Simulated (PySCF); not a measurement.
## [TiBr4]2-: angle to the S4 axis as a parameter

[TiBr4]2-: Ti(II) (d2), charge -2. The structure is a model geometry with rigid ligands and bond lengths from ionic radii, not a minimum; coordination tetrahedral, point group Td, metal–donor distances 2.60 Å.

```
5

Ti    0.0000    0.0000    0.0000
Br    1.5011    1.5011    1.5011
Br   -1.5011   -1.5011    1.5011
Br   -1.5011    1.5011   -1.5011
Br    1.5011   -1.5011   -1.5011
```

Method (PySCF 2.14, density fitting): CASSCF(2,5) with orbitals averaged over all microstates of the shell, strongly contracted NEVPT2 on the averaged canonical orbitals; basis x2c-TZVPall on the metal, x2c-SVPall elsewhere; spin-free X2C; IEF-PCM water; spin-orbit coupling by state interaction with the mean-field operator over all roots.

The angle between each bond and z is 54.7° in a regular tetrahedron, less in an elongated one and 90° in a plane.

| angle to the S4 axis | group | ground | next state (NEVPT2) / cm⁻¹ | orbital energies above the lowest (CASSCF fit) / cm⁻¹ | D / cm⁻¹ | μeff(300 K) / μB |
| --- | --- | --- | --- | --- | --- | --- |
| 45.0° | D2d | 3B1 (from 3A2) | 3B2 (from 3T2) 1437 | 0 1064 1324 4631 4631 | -6.37 | 2.91 |
| 50.0° | D2d | 3B1 (from 3A2) | 3B2 (from 3T2) 2216 | 0 619 2016 3743 3743 | -2.39 | 2.90 |
| 54.7° | Td | ? | ? | ? | ? | ? |
| 60.0° | D2d | 3B1 (from 3A2) | 3E (from 3T2) 2608 | 0 848 2578 2578 4728 | 1.98 | 2.90 |
| 65.0° | D2d | 3B1 (from 3A2) | 3E (from 3T2) 2169 | 0 1761 2444 2444 6806 | 3.67 | 2.90 |
| 72.0° | D2d | 3B1 | 3E 1554 | 0 2322 2322 2976 9809 | 6.59 | 2.92 |
| 80.0° | D2d | 3B1 | 3E 931 | 0 2253 2253 4083 12794 | 12.24 | 2.95 |
| 90.0° | D4h | 3B2g | 3Eg 592 | 0 2240 2240 4659 14445 | 18.87 | 2.98 |

Fill in the row at 54.7°.

ground: 3A2; next state (NEVPT2) / cm⁻¹: 3T2 3108; orbital energies above the lowest (CASSCF fit) / cm⁻¹: 0 0 2812 2812 2812; D / cm⁻¹: 0.00; μeff(300 K) / μB: 2.90.

The geometry is a model, and the complex may not exist in this form.
